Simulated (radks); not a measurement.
Dipole-allowed excitations along the series with 3 electrons in [He] 2s1. Calculated with a radial shooting solver on a logarithmic mesh with Libxc functionals: non-relativistic Kohn-Sham, exchange-only LDA, spin-polarised, spherical densities, point nucleus; open shells are filled with parallel spins first. Time-dependent linear response with the Hartree and adiabatic exchange-only LDA kernel, continuum included through the Sternheimer equations. Lines are the poles of the dipole polarisability below minus the highest occupied eigenvalue, found on a grid refined at the orbital gaps; the lowest seven at most are given, and weak or close lines can be missed. The first line takes the name of the lowest orbital gap if no other gap lies below it; otherwise a line is named after a gap within 0.6 % of it, if that gap stands alone.

Cl14+: -e(HOMO) (eV) 778.92; lowest orbital gap (eV) 2s-2p 29.304; first line (eV) 31.491 (2s-2p); f 0.0820; strongest line (eV) 457.73 (2s-3p); its f 0.357; static alpha (bohr^3) 0.06311
Ar15+: -e(HOMO) (eV) 885.43; lowest orbital gap (eV) 2s-2p 31.237; first line (eV) 33.558 (2s-2p); f 0.0770; strongest line (eV) 518.56 (2s-3p); its f 0.362; static alpha (bohr^3) 0.05214
K16+: -e(HOMO) (eV) 998.75; lowest orbital gap (eV) 2s-2p 33.170; first line (eV) 35.625 (2s-2p); f 0.0727; strongest line (eV) 583.17 (2s-3p); its f 0.366; static alpha (bohr^3) 0.04357
Ca17+: -e(HOMO) (eV) 1118.9; lowest orbital gap (eV) 2s-2p 35.102; first line (eV) 37.691 (2s-2p); f 0.0687; strongest line (eV) 651.56 (2s-3p); its f 0.370; static alpha (bohr^3) 0.03678
Sc18+: -e(HOMO) (eV) 1245.8; lowest orbital gap (eV) 2s-2p 37.034; first line (eV) 39.757 (2s-2p); f 0.0652; strongest line (eV) 723.73 (2s-3p); its f 0.373; static alpha (bohr^3) 0.03133
Ti19+: -e(HOMO) (eV) 1379.5; lowest orbital gap (eV) 2s-2p 38.965; first line (eV) 41.823 (2s-2p); f 0.0620; strongest line (eV) 799.69 (2s-3p); its f 0.376; static alpha (bohr^3) 0.02691
